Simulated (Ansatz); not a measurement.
One change: `C=CCOB(O)O` becomes `OB(O)[O][GeH3]`.

Ansatz, PBE0-D4/def2-TZVP geometries, multiplicity 1. Each molecule was computed in one conformer, which needn't be the lowest.

Scalar relativity is left out up to krypton.

| property | `C=CCOB(O)O` |
| --- | --- |
| size of the dipole moment (ωB97M-V/def2-TZVPP) / D | 0.19 |
| LUMO energy (PBE/def2-TZVPP) / eV | -0.96 |
| HOMO energy (PBE/def2-TZVPP) / eV | -6.46 |
| HOMO energy (B3LYP/def2-TZVPP) / eV | -7.44 |
| HOMO energy (PBE0/def2-TZVPP) / eV | -7.66 |
| LUMO energy (ωB97M-V/def2-TZVPP) / eV | 1.97 |

Q: Give the same properties after the change, and the shifts. (Best estimate.)

A: The calculation gave: 
| property | `OB(O)[O][GeH3]` | shift |
| --- | --- | --- |
| size of the dipole moment (ωB97M-V/def2-TZVPP) / D | 0.36 | 0.17 |
| LUMO energy (PBE/def2-TZVPP) / eV | -0.68 | 0.28 |
| HOMO energy (PBE/def2-TZVPP) / eV | -7.21 | -0.75 |
| HOMO energy (B3LYP/def2-TZVPP) / eV | -8.52 | -1.08 |
| HOMO energy (PBE0/def2-TZVPP) / eV | -8.76 | -1.10 |
| LUMO energy (ωB97M-V/def2-TZVPP) / eV | 1.76 | -0.21 |

With PBE0 the HOMO falls by 1.10 eV and the LUMO rises by 0.09 eV, so the gap widens by about 1.19 eV. PBE moves the HOMO by -0.75 eV and ωB97M-V by -1.14 eV. Dipoles are sizes alone; their direction can turn.

B3LYP here is the variant with VWN-RPA as its local correlation; programs differ in this.
